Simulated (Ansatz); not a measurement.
Match the barriers

Saddle point of Si$_{2}$H$_{6}$ClOF$_{3}$, singlet (Si₂H₃ClF₂ ([F][Si]([F])([SiH3])[Cl]) + H₂O + HF → SiClF₃ ([F][Si]([F])([F])[Cl]) + SiH₄ + H₂O; bonds formed: Si1–F7, Si2–H8, H6–O9; bonds broken: Si1–Si2, H6–F7, H8–O9), PBE0-D4/def2-TZVP structure:

Si1  (-0.453, 0.985, -0.619)
Si2  (-0.822, -0.710, 1.186)
F3  (0.350, 0.698, -1.992)
F4  (-1.042, 2.454, -0.482)
Cl5  (-2.302, 0.151, -1.298)
H6  (2.033, 0.084, -0.121)
F7  (0.972, 1.435, 0.190)
H8  (0.697, -0.763, -0.027)
O9  (1.823, -0.858, -0.348)
H10  (-1.675, 0.356, 1.777)
H11  (0.223, -1.033, 2.205)
H12  (-1.601, -1.919, 0.848)
H13  (1.796, -0.880, -1.320)
(Å)

Ansatz 0.2.0; basis: def2-TZVPP, with def2-QZVPP for the basis limit; cores frozen in the correlated methods. Extrapolation: Hartree–Fock as exp(−7.88 √X), correlation as X^−2.97. Four methods, as single points on the PBE0-D4 structures, gave these electronic barriers from the start structure: 1.358, 1.533, 1.791, 2.618 eV.

The methods were, in alphabetical order, CCSD(T), HF, PBE-D4, PBE0-D4. Which gave which? (Judge from chemistry; the calculation decides.)

The calculation gives: PBE-D4 1.358; PBE0-D4 1.533; CCSD(T) 1.791; HF 2.618 eV. For comparison, CCSD(T) at an estimated basis limit (MP2 extrapolated from triple and quadruple zeta, plus CCSD(T) − MP2 in triple zeta) gives 1.741 eV.

No T1 diagnostic of these runs exceeds 0.013.

Labels in which every atom is bracketed show which atoms are joined, not bond orders.

For scale, one of the runs: CCSD(T)/def2-TZVPP, 334 basis functions, launched by `ansatz run in.yaml --threads 4 --pin off --events-out ev --progress --plain --max-ram 66560MiB --backend cuda --devices 0, --max-vram 37GiB`. Time: 11 s of wall clock on 4 CPU threads of an AMD EPYC 7R13 and a share of one NVIDIA H100; the host was shared. Peak host memory: 0.84 GiB.
